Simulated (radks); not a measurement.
Tm III, configuration [Xe] 4f12 6s1 (not the ground configuration). All-electron calculation, Dirac Kohn-Sham, PBE, spin-unpolarised, spherical densities, finite nucleus; open shells are shared between the two j in proportion to 2j + 1; Fermi nuclear charge, rms radius 5.2256 fm. Program: a radial shooting solver on a logarithmic mesh with Libxc functionals.

Normalised radial functions P(r) = r R(r) (large component), r in bohr:

r           5p1/2   4f5/2
0.003841   0.0212  0.0000
0.006011   0.0381  0.0000
0.009485   0.0693  0.0000
0.01496    0.1206  0.0002
0.02342    0.1879  0.0012
0.03695    0.2374  0.0057
0.0583     0.1726  0.0249
0.09126   -0.0818  0.0915
0.144     -0.3361  0.2804
0.2272    -0.0781  0.6503
0.3556     0.4710  1.0544
0.561      0.1586  1.1505
0.8851    -0.7754  0.8428
1.385     -0.9317  0.4419
2.186     -0.3999  0.1568
3.448     -0.0606  0.0329
5.397     -0.0023  0.0030
8.516     0.0000  0.0001

5p1/2: eigenvalue -51.648 eV, 3 radial nodes at r = 0.0812, 0.241, 0.607 bohr, <r> = 1.35 bohr, 90 % of the charge inside 1.98 bohr. 4f5/2: eigenvalue -27.295 eV, 0 radial nodes, <r> = 0.745 bohr, 90 % of the charge inside 1.28 bohr.
